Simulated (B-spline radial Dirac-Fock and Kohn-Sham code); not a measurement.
**Compton profile of Nd⁴⁷⁺**

System: the Nd⁴⁷⁺ ion in the configuration [Ne] 3s2 3p1.

The computed values come from a radial finite-basis atomic code: the impulse approximation on Dirac-Fock orbitals of the configuration average with a finite nucleus. pz is in atomic units of momentum; subshell profiles are per electron, for a selection of subshells; open shells are spread over both j values by their weights.

```
 pz   J total   J 2s1/2   J 3s1/2   J 3p3/2
  0    0.4961    0.0458    0.0904    0.0556
0.4    0.4948    0.0457    0.0898    0.0556
0.5    0.4941    0.0457    0.0895    0.0556
0.6    0.4932    0.0457    0.0891    0.0556
0.8    0.4909    0.0455    0.0880    0.0556
  1    0.4880    0.0454    0.0868    0.0556
1.2    0.4845    0.0452    0.0852    0.0555
1.4    0.4805    0.0450    0.0834    0.0555
1.6    0.4759    0.0448    0.0814    0.0554
1.8    0.4708    0.0445    0.0791    0.0554
  2    0.4652    0.0443    0.0767    0.0552
2.5    0.4496    0.0434    0.0700    0.0548
  3    0.4319    0.0424    0.0626    0.0540
  4    0.3932    0.0400    0.0474    0.0511
  5    0.3543    0.0371    0.0335    0.0464
  7    0.2882    0.0303    0.0154    0.0331
 10    0.2241    0.0201   0.00859    0.0140
 15    0.1540   0.00783   0.00698   0.00327
 20   0.09920   0.00267   0.00274   0.00288
 30   0.04181   0.00118  0.000332   0.00143
 40   0.02033   0.00108  0.000288  0.000453
 60  0.006304  0.000479  0.000137  5.02e-05
100  0.001026  7.50e-05  2.06e-05  1.86e-06
```

J(0) = 0.4961. The 3s1/2 subshell gives the largest part, 36 %.

Mean momentum ⟨p⟩ by subshell (a.u.): 1s1/2 57.6, 2s1/2 20.9, 2p1/2 27.7, 2p3/2 25.7, 3s1/2 11.9, 3p1/2 14.1, 3p3/2 13.6.
